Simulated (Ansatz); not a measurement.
Mulliken charges of AlH$_{4}$NS$_{2}$ (`[NH2][Al]([SH])[SH]`) from ωB97M-V/def2-TZVPP in Ansatz (PBE0-D4/def2-TZVP geometry).

```tsv
atom	x (Å)	y (Å)	z (Å)	charge (e)
N1	-0.555	1.414	-0.090	-0.359
Al2	-0.072	-0.277	-0.015	0.463
S3	2.016	-0.879	0.205	-0.272
S4	-1.607	-1.821	-0.148	-0.276
H5	0.070	2.201	-0.049	0.101
H6	-1.507	1.726	-0.187	0.111
H7	2.457	0.391	0.249	0.112
H8	-0.709	-2.813	-0.020	0.120
```

By hand: the dipole of these point charges (1 e Å = 4.8032 D).

Σ q r = (0.091, 0.226, 0.010) e Å, of length 0.244 e Å = 1.17 D.

How does the dipole of the full density compare? (An estimate is asked.)

Computed: (0.037, 0.417, 0.000) e Å, 2.01 D; the point charges give 0.58 times that, at 17° from its direction.

Point charges leave out the atoms' own dipoles, such as those of lone pairs, and Mulliken's split depends on the basis, so the two needn't agree.
